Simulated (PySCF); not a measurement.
fluorine atom (F), doublet. Base run: HF/def2-SV(P) (PySCF).

Input for PySCF:
```python
from pyscf import gto, scf

mol = gto.M(
    atom='''
F     0.000000    0.000000    0.000000
''',
    basis='def2-sv(p)',
    charge=0,
    spin=1,
    verbose=4,
)

mf = scf.UHF(mol)
mf.kernel()
mf.analyze()
```

Each row names what was changed in the base input (with any setting that the change needs).

```csv
change,ΔE vs base (µEh),SCF cycles,<S^2>
base,0.0,8,0.752
DIIS = ADIIS,0.0,12,0.752
conv_tol = 1e-12,0.0,9,0.752
init_guess = 1e,0.0,8,0.752
init_guess = mod_huckel,0.0,7,0.752
init_guess = huckel,0.0,7,0.752
solver = newton,0.0,-,0.752
level_shift = 0.3 (with mf.max_cycle = 100),0.0,9,0.752
conv_tol_grad = 1e-7,0.0,9,0.752
diis_space = 4,0.0,8,0.752
conv_tol = 1e-11,0.0,9,0.752
level_shift = 0.1 (with mf.max_cycle = 100),0.0,8,0.752
init_guess = sap,0.0,8,0.752
```

Open shells are given as the SCF converged; they aren't shown to be the lowest states, and a large step between rows can be another state.
